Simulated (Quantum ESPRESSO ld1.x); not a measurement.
The mean radii <r> (bohr) of the occupied orbitals of an atom or ion are listed with their occupations. All-electron calculation, scalar-relativistic Kohn-Sham, LDA (Slater exchange, VWN5 correlation), spin-polarised, spherical densities, point nucleus. Program: ld1.x of Quantum ESPRESSO 7.5.

orbital  occ.     <r>
1s up       1  0.1116
1s down     1  0.1116
2s up       1  0.5705
2s down     1  0.5702
2p up       3  0.5384
2p down     3  0.5380
3s up       1   2.049
3s down     1   2.057
3p up       1   2.434

Name the element and its charge. Open shells, if any, are filled with parallel spins first.

Answer. Z = 14, silicon, charge +1: Si+ in [Ne] 3s2 3p1. The 1s radius gives Z: for a bare nucleus <r> = (2 gamma + 1)/(2Z) with gamma = sqrt(1 - (Z/c)^2), 0.1068 bohr for Z = 14, and screening makes it slightly larger (0.1116 here). The occupations add up to 13, and the charge is Z minus that.
